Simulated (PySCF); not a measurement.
**Vertical excitation energies**

Compound: neo-PeOMe, C₆H₁₄O.
SMILES with atom numbers: `[CH3:1][O:2][CH2:3][C:4]([CH3:5])([CH3:6])[CH3:7]` (hydrogens: H8, H9, H10 on C1; H11, H12 on C3; H13, H14, H15 on C5; H16, H17, H18 on C6; H19, H20, H21 on C7)

Method: PySCF 2.14.0, density-fitted response routines, TDDFT B3LYP/def2-SVPD, vertical, gas phase, core orbitals frozen in the response. The structure is a single PBE0-D3(BJ)/def2-SVP conformer in the gas phase; no vibrational or solvent corrections. Torsions of this conformer, `[CH3:1][O:2][CH2:3][C:4]([CH3:5])([CH3:6])[CH3:7]`: C1–O2–C3–C4 179°, O2–C3–C4–C5 -61°.

Task: Predict the UV-vis stick spectrum at this level.

Result: 

| state | E (eV) | λ (nm) | ν̃ (cm⁻¹) | f | \|μ\| (D) | main configurations (H = HOMO, L = LUMO) |
| --- | --- | --- | --- | --- | --- | --- |
| S1 | 6.66 | 186.2 | 53690 | 0.027 | 1.03 | H→L (94%) |
| S2 | 7.25 | 171.1 | 58450 | 0.0042 | 0.39 | H→L+1 (93%) |
| S3 | 7.63 | 162.5 | 61530 | 0.015 | 0.71 | H→L+2 (94%) |
| S4 | 7.85 | 158.0 | 63310 | 0.0083 | 0.53 | H→L+3 (91%) |
| S5 | 7.92 | 156.5 | 63910 | 0.0035 | 0.34 | H→L+4 (92%) |
| S6 | 8.06 | 153.9 | 64990 | 0.068 | 1.50 | H-1→L (93%) |
| S7 | 8.42 | 147.3 | 67900 | 0.074 | 1.52 | H-2→L (94%) |
| S8 | 8.43 | 147.0 | 68010 | 0.044 | 1.17 | H-3→L (89%) |
| S9 | 8.43 | 147.0 | 68030 | 0.0042 | 0.36 | H→L+6 (75%), H→L+7 (14%) |
| S10 | 8.52 | 145.6 | 68700 | 0.039 | 1.10 | H→L+5 (80%), H-1→L+1 (10%) |

Triplets, Tamm–Dancoff:

```
state  E (eV)  λ (nm)  main configurations (H = HOMO, L = LUMO)
   T1    6.53   189.9                                 H→L (89%)
   T2    7.18   172.7                               H→L+1 (90%)
   T3    7.44   166.6                               H→L+2 (77%)
   T4    7.73   160.3                  H→L+3 (79%), H→L+5 (12%)
```

The lowest singlet comes at 186 nm (642 kJ/mol) in the vacuum ultraviolet; it is weak; its leading configuration is HOMO→LUMO (94%). The most intense listed level is S7 at 8.42 eV (147 nm, f = 0.074), 1.76 eV above S1. S8/S9 lie within about 0.01 eV of each other. Löwdin shares by element: HOMO oxygen 58%, carbon 20% or more, hydrogen 5% or more (atoms not listed hold the other 17%); LUMO carbon 37% or more (atoms not listed hold the other 63%). Of the 10 states listed, 6 reach f = 0.01 and none stays under 0.0005. Orbital energies (eV): HOMO-3 -8.92, HOMO-2 -8.89, HOMO-1 -8.52, HOMO -7.21, LUMO 0.35, LUMO+1 0.85, LUMO+2 1.28. The oscillator strengths of these states sum to 0.286; summed over the whole spectrum of an exact calculation they would give the number of electrons, 58 (Thomas–Reiche–Kuhn). The vertical ionisation energy (ΔSCF) is 9.61 eV, 1.09 eV above S10. The window holds the lowest 10 singlets.

On an x86-64 server with one thread (shared host), this took 2.0 min of wall time.
